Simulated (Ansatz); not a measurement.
`BC` + `C#C[SiH2]O` → `BO[SiH2]C#C` + CH₄ at 400 K and 1 bar (ligand exchange at a B–C bond).

Program: Ansatz. Geometries: PBE0-D4/def2-TZVP. ΔE: electronic, gas phase. CCSD(T)/CBS is the MP2 limit (def2-TZVPP, def2-QZVPP) plus CCSD(T) − MP2 in def2-TZVPP, frozen cores. This one scheme is used for every species. Each species was taken in one conformer, which may not be the lowest.

```csv
species,CCSD(T)/CBS energy (Eh),H − E (kJ/mol),S (J/(mol·K))
`BC`,-65.83255,164.9,265.6
`C#C[SiH2]O`,-442.75166,159.5,337.5
`BO[SiH2]C#C`,-468.17507,196.9,378.6
CH₄,-40.46206,131.3,197.2
```

H − E and S are ideal-gas, rigid-rotor, harmonic terms from PBE0-D4/def2-TZVP, for one conformer and one mirror image of each species. 1 Eh = 2625.50 kJ/mol, R = 8.31446 J/(mol·K).

Question: By hand: ΔE, ΔH, ΔS and ΔG.

Answer: ΔE = (-468.17507) + (-40.46206) − (-65.83255) − (-442.75166) = -0.05292 Eh = -138.9 kJ/mol. Δ(H − E) = 196.9 + 131.3 − 164.9 − 159.5 = 3.8, so ΔH = -135.1 kJ/mol. ΔS = 378.6 + 197.2 − 265.6 − 337.5 = -27.3 J/(mol·K). ΔG = -135.1 − 400 × (-27.3)/1000 = -124.2 kJ/mol.

Question: By hand: the equilibrium constant, and the temperature at which ΔG would vanish if ΔH and ΔS stayed fixed.

Answer: log₁₀ K = −ΔG/(RT ln 10) = 16.2. ΔG = 0 at ΔH/ΔS = 4949 K, far beyond where these terms or the molecules hold.

ΔH outweighs TΔS. A doubt of 5 kJ/mol in ΔE shifts log₁₀ K by 0.7 here. Other conformers and mirror images would add mixing entropy, several J/(mol·K) or more a flexible species. Modes under 60 cm⁻¹, often nearly free rotors, make the harmonic entropy too high. These are equilibria of isolated gas molecules and say nothing of rates. Largest T1 diagnostic: 0.014 (customary marks: 0.02 for closed shells, 0.045 for open ones).
